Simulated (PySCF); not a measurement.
CHBClF3. Atoms are numbered in the order given.

```xyz
7

B      0.8049    -0.5820     0.0000
C      0.0149     0.8155     0.0000
F     -1.3221     0.7202     0.0000
F      0.3692     1.5298     1.0912
F      0.3692     1.5298    -1.0912
Cl    -0.0507    -2.0848     0.0000
H      2.0019    -0.5605     0.0000
```
Charge 0, spin multiplicity 1.

Geometry: B3LYP-D3(BJ)/def2-SVP. The structure was generated by enumeration, and PubChem lists no compound with its InChIKey, so it may never have been made.

The numbers are results of B3LYP-D3(BJ)/def2-SVP (PySCF), not measurements.

Frequencies are harmonic and unscaled.

```
mode  ν (cm⁻¹)  IR (km/mol)  moving atoms (share of kinetic energy)
----  --------  -----------  --------------------------------------
1           21          1.1          F 50 %, B 19 %, Cl 19 %, H 9 %
2          171          1.6                         F 54 %, Cl 34 %
3          285          0.5                  F 45 %, H 27 %, B 23 %
4          319          0.4                         F 60 %, Cl 32 %
5          514          6.8                                  F 82 %
6          521          3.2                                  F 90 %
7          623         34.5                   F 52 %, B 35 %, C 8 %
8          791         15.3                          F 59 %, B 31 %
9          828         28.1                          H 55 %, B 39 %
10         897         43.7         H 42 %, B 34 %, Cl 14 %, F 10 %
11        1085        274.6          H 41 %, B 27 %, C 17 %, F 13 %
12        1133        245.2                          C 72 %, F 27 %
13        1201        164.5                   C 69 %, F 19 %, H 9 %
14        1361         54.0                  C 65 %, B 21 %, F 10 %
15        2697         76.8                           H 91 %, B 9 %
```
